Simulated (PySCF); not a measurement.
Electron correlation in Be (beryllium, neutral)

[He] 2s2, closed-shell 1S. Calculation: PySCF 2.14, in cc-pVDZ-DK (3s2p1d, 14 functions); scalar relativity by spin-free X2C-1e. Frozen: 1s2; 2 electrons correlated.

Total MP2 correlation energy: -25.61 mhartree.

Same-spin part 0.00 and opposite-spin part -25.61 mhartree; SCS-MP2 scales them by 1/3 and 6/5 to -30.73 mhartree.

With two correlated electrons CCSD is exact within the correlated space (frozen core and kept virtual orbitals).

```json
{"level": "CCSD", "correlation energy (mhartree)": "-44.50"}
```

Diagnostics: T1 = 0.016, D1 = 0.0229, largest double amplitude 0.150.

Cost of the coupled-cluster step: 0.05 s of wall time on 1 thread of Neoverse-V2 (shared host), for 2 correlated electrons.
